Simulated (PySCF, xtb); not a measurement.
Cl3In, SMILES [Cl][In+]([Cl])[Cl] (connectivity only; charge and spin as stated), charge +1, multiplicity 2.

Harmonic wavenumbers (cm⁻¹) from GFN2-xTB run with xtb at its own minimum, in rising order: 45, 45, 79, 242, 259, 260.

Task: What does PySCF with PBE-D3(BJ)/def2-SVP give at its own minimum? (The exact figures need the calculation; the answer reports its results.)

Result: 58, 73, 148, 253, 314, 428. Paired by order, the mean absolute difference is 57 cm⁻¹ and the zero-point energies are 1.3 and 1.8 kcal/mol.
